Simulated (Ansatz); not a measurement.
`BN(CC)[SiH2]Cl`. Charge 0, multiplicity 1.

```xyz
15

B     0.3000   -1.4964    1.0470
N     0.2223   -0.5975   -0.0239
C    -1.0227    0.1316   -0.3062
C    -1.1960    1.3478    0.5816
Si    1.5756   -0.3337   -1.0725
Cl    2.2699    1.6010   -0.9277
H     1.3360   -2.0497    1.2754
H    -0.6780   -1.7026    1.7090
H    -1.0305    0.4335   -1.3595
H    -1.8604   -0.5564   -0.1695
H    -1.2236    1.0500    1.6322
H    -2.1321    1.8598    0.3465
H    -0.3742    2.0533    0.4477
H     2.6699   -1.2484   -0.6995
H     1.1438   -0.4923   -2.4806
```

(1) List the harmonic frequencies (cm⁻¹, unscaled) at PBE0-D4/def2-TZVP in Ansatz. (Best estimate.)

(2) Is this a minimum?

(3) Give the ideal-gas thermochemistry at 298.15 K and 1 bar (rigid rotor, harmonic oscillator; point group C1, symmetry number 1).

(4) And at 400, 500, 600, 800 and 1000 K?

(5) Rotational constants (cm⁻¹)?

## Answers

(1) The calculation gave: 39, 81, 132, 224, 240, 285, 369, 426, 521, 544, 617, 690, 745, 802, 877, 885, 941, 1001, 1010, 1084, 1115, 1203, 1216, 1317, 1372, 1404, 1422, 1482, 1488, 1509, 2246, 2290, 2568, 2654, 3043, 3054, 3093, 3131, 3143.

(2) Yes, all 39 modes are real.

(3) Zero-point energy 300.7 kJ/mol; H(298) − E = 325.3 kJ/mol; entropy 381.8 J/(mol·K), of which translation 168.7, rotation 118.7, vibration 94.4; G(298) − E = 211.4 kJ/mol. Modes under 100 cm⁻¹ are hindered rotations or soft bends, so the harmonic entropy is rough.

(4) 
| T (K) | H − E (kJ/mol) | S (J/mol/K) | G − E (kJ/mol) |
| --- | --- | --- | --- |
| 400 | 340.4 | 425.2 | 170.3 |
| 500 | 358.1 | 464.7 | 125.8 |
| 600 | 378.3 | 501.5 | 77.5 |
| 800 | 424.5 | 567.7 | -29.6 |
| 1000 | 476.6 | 625.6 | -149.1 |

(5) 0.1028, 0.05339, 0.04074.
